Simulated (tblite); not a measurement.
Compound: C7H12Ge.
SMILES with atom numbers: `[CH:1]#[C:2][C@H:3]1[CH2:4][CH2:5][CH2:6][CH2:7][GeH2:8]1` (hydrogens: H9 on C1; H10 on C3; H11, H12 on C4; H13, H14 on C5; H15, H16 on C6; H17, H18 on C7; H19, H20 on Ge8)

Computed with GFN2-xTB (tblite), gas phase: L-BFGS steps from a force-field or distance-geometry start until the largest atomic force falls under 0.01 eV/Å.

Step 26: E = -624.5567 eV
```
atom  x, y, z in Å  |  force x, y, z in eV/Å
C1     -1.5339    2.2616    1.4722    0.033  -0.084  -0.070
C2     -1.2130    1.6676    0.4805   -0.025   0.018   0.070
C3     -0.8849    0.9169   -0.7131    0.044   0.104   0.054
C4      0.6165    0.9562   -1.0374   -0.013  -0.036   0.088
C5      1.4907    0.2955    0.0293   -0.018  -0.026   0.081
C6      1.3579   -1.2252    0.1182    0.048   0.002  -0.024
C7      0.0242   -1.6613    0.7251    0.063  -0.003  -0.067
Ge8    -1.4270   -0.9835   -0.4240   -0.065   0.007   0.063
H9     -1.8162    2.7876    2.3377    0.068  -0.015  -0.076
H10    -1.4375    1.3740   -1.5405    0.004  -0.046  -0.056
H11     0.9336    1.9992   -1.1460   -0.037  -0.028  -0.012
H12     0.7869    0.4552   -1.9960   -0.037   0.005   0.005
H13     1.2488    0.7142    1.0066   -0.052   0.126   0.056
H14     2.5332    0.5419   -0.1833    0.037  -0.002  -0.037
H15     1.4791   -1.6528   -0.8810   -0.073  -0.033  -0.034
H16     2.1810   -1.6091    0.7279   -0.009  -0.010   0.042
H17    -0.0666   -1.2399    1.7290   -0.039  -0.034  -0.051
H18    -0.0174   -2.7480    0.8187    0.062   0.031   0.020
H19    -1.4651   -1.7453   -1.7277   -0.005   0.022  -0.033
H20    -2.7954   -1.0941    0.2008    0.012   0.004  -0.019
```

Step 27: E = -624.5597 eV
```
atom  x, y, z in Å  |  force x, y, z in eV/Å
C1     -1.5226    2.2663    1.4743    0.029  -0.074  -0.053
C2     -1.2073    1.6688    0.4833   -0.032   0.034   0.056
C3     -0.8871    0.9200   -0.7118    0.032   0.069   0.045
C4      0.6121    0.9495   -1.0397   -0.015  -0.012   0.047
C5      1.4847    0.2989    0.0333   -0.024  -0.011   0.067
C6      1.3635   -1.2219    0.1245    0.017  -0.003  -0.011
C7      0.0274   -1.6675    0.7165   -0.004  -0.001  -0.055
Ge8    -1.4265   -0.9802   -0.4264   -0.090  -0.042   0.077
H9     -1.7986    2.7944    2.3397    0.060  -0.005  -0.052
H10    -1.4411    1.3775   -1.5377    0.002  -0.035  -0.056
H11     0.9329    1.9878   -1.1665   -0.022   0.029   0.019
H12     0.7751    0.4412   -1.9942   -0.015  -0.050  -0.021
H13     1.2303    0.7212    1.0058   -0.039   0.111   0.067
H14     2.5258    0.5532   -0.1735    0.059   0.000  -0.032
H15     1.4959   -1.6517   -0.8719   -0.050  -0.031  -0.040
H16     2.1806   -1.5975    0.7464    0.011  -0.020   0.031
H17    -0.0750   -1.2606    1.7249   -0.018  -0.014  -0.033
H18    -0.0151   -2.7550    0.7982    0.071   0.024   0.010
H19    -1.4663   -1.7366   -1.7338   -0.014   0.027  -0.030
H20    -2.7940   -1.0972    0.2058    0.043   0.004  -0.038
```

Problem. Estimate the geometry and energy of step 28. (The exact step hangs on the optimiser's Hessian estimate; all steps are aligned on step 27, rigid shifts and turns removed.)

Solution. E = -624.5618 eV, largest force 0.099 eV/Å
```
atom  x, y, z in Å  |  force x, y, z in eV/Å
C1     -1.5144    2.2686    1.4756    0.017  -0.044  -0.010
C2     -1.2038    1.6694    0.4852   -0.024   0.033   0.010
C3     -0.8884    0.9228   -0.7103    0.006   0.002   0.013
C4      0.6090    0.9446   -1.0404   -0.007   0.007   0.005
C5      1.4805    0.3014    0.0376   -0.012   0.015   0.038
C6      1.3676   -1.2197    0.1289   -0.014   0.002   0.002
C7      0.0296   -1.6719    0.7097   -0.047   0.002  -0.033
Ge8    -1.4273   -0.9787   -0.4269   -0.067  -0.054   0.048
H9     -1.7848    2.7991    2.3399    0.046   0.013  -0.012
H10    -1.4432    1.3788   -1.5368    0.005  -0.027  -0.041
H11     0.9318    1.9799   -1.1805   -0.009   0.057   0.040
H12     0.7662    0.4307   -1.9930   -0.001  -0.076  -0.013
H13     1.2170    0.7282    1.0066   -0.018   0.078   0.051
H14     2.5210    0.5612   -0.1673    0.049  -0.002  -0.014
H15     1.5063   -1.6508   -0.8662   -0.026  -0.019  -0.029
H16     2.1804   -1.5899    0.7597    0.017  -0.026   0.014
H17    -0.0819   -1.2751    1.7208    0.000   0.002  -0.016
H18    -0.0119   -2.7596    0.7840    0.072   0.008   0.001
H19    -1.4667   -1.7295   -1.7390   -0.023   0.033  -0.016
H20    -2.7921   -1.0986    0.2094    0.035  -0.002  -0.037
```

The energy changes by -0.0021 eV. The first-order estimate −F·Δx gives -0.0030 eV and the mean of the old and new forces, exact on a quadratic surface, -0.0021 eV. The step makes an angle of 79° with the force vector and moves no atom by more than 0.017 Å.

The cost below is that of the whole relaxation. Time: 0.68 s of wall time. Hardware: one thread of an Intel Xeon, on a shared host.
